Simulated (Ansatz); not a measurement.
Program: Ansatz. Geometries: PBE0-D4/def2-TZVP. ΔE: electronic, gas phase. CCSD(T)/CBS adds triple-zeta CCSD(T) − MP2 to the extrapolated MP2 energy (def2 sets, frozen cores). Functionals use def2-TZVPP. For Ge outer-core shells are correlated without core-valence functions, which leaves a few kJ/mol of doubt a bond. Scalar relativity is left out up to krypton. Each species was taken in one conformer, which may not be the lowest.

Consider the substitution at a C–Ge bond: `C[O][Ge]([CH3])([F])[SH]` + `NC(O)O` → `COC(N)O` + `C[O][GeH]([F])[SH]`.

```csv
level,ΔE (kJ/mol),difference from CCSD(T)/CBS
r2SCAN-D4,95.2,-5.2
ωB97M-V,94.9,-5.5
PBE0,94.6,-5.8
MP2/def2-TZVPP,104.2,3.8
SCS-MP2/def2-TZVPP,96.7,-3.7
CCSD/def2-TZVPP,96.7,-3.7
CCSD(T)/def2-TZVPP,97.4,-3.0
HF/def2-QZVPP,82.6,-17.8
SCS-MP2/def2-QZVPP,98.2,-2.2
MP2/CBS(def2),107.2,6.8
CCSD(T)/CBS,100.4,0
```

Largest T1 diagnostic among the species: 0.012.

In def2-TZVPP, CCSD(T) changes the Hartree–Fock value by +13.9 kJ/mol (the triples alone add +0.8 kJ/mol) and MP2 by +20.7 kJ/mol.
